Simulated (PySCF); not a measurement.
Compound: C5H6F2.
Numbering: `[CH2:1]=[C:2]([F:3])[CH2:4][C:5](=[CH2:6])[F:7]` (hydrogens: H8, H9 on C1; H10, H11 on C4; H12, H13 on C6)

A GFN2-xTB structure was refined with PBE0-D3(BJ)/def2-SVP geometry optimisation, gas phase (PySCF). Its GFN2-xTB values:

| coordinate | GFN2-xTB |
| --- | --- |
| C1=C2 | 1.322 Å |
| C1–H8 | 1.066 Å |
| C1–H9 | 1.083 Å |
| C2–F3 | 1.349 Å |
| C2–C4 | 1.474 Å |
| C4–H10 | 1.068 Å |
| C1–C2–F3 | 119.5° |
| C1–C2–C4 | 128.0° |
| C2–C4–C5 | 109.6° |
| F3–C2–C4 | 112.5° |
| C1–C2–C4–C5 | -102° |
| C2–C4–C5–C6 | -97° |

Task: How do these coordinates change at the PBE0-D3(BJ)/def2-SVP level?

Result: 
| coordinate | PBE0-D3(BJ)/def2-SVP (Å or °) | change |
| --- | --- | --- |
| C4–H10 | 1.101 | +0.033 |
| C1–H8 | 1.091 | +0.025 |
| C2–C4 | 1.495 | +0.021 |
| C2–F3 | 1.337 | -0.012 |
| C1–H9 | 1.090 | +0.007 |
| C1=C2 | 1.329 | +0.007 |
| C2–C4–C5 | 112.8 | +3.2 |
| C1–C2–F3 | 120.5 | +1.0 |
| F3–C2–C4 | 111.9 | -0.6 |
| C1–C2–C4 | 127.6 | -0.4 |
| C2–C4–C5–C6 | -118 | -21 |
| C1–C2–C4–C5 | -119 | -17 |

The energy falls by 3.1 kcal/mol over 10 energy and gradient evaluations, the largest force component goes from 0.0357 to 1.5e-04 Eh/bohr, and the atoms move by 0.327 Å rms after alignment. The bond that changes most is C4–H10 (allylic carbon to methylene hydrogen), which lengthens by 0.033 Å. Bonds longer at the end by more than 0.005 Å: 7 of 12; shorter: 3. Among the dihedrals that turn most is F3–C2–C4–H11, from -38° to -60°. Rotational constants go from 4272, 1906, 1513 to 4649, 1783, 1559 MHz.

The run used 128 basis functions and 74 SCF cycles in all.

No frequency check. One conformer, not necessarily the lowest.
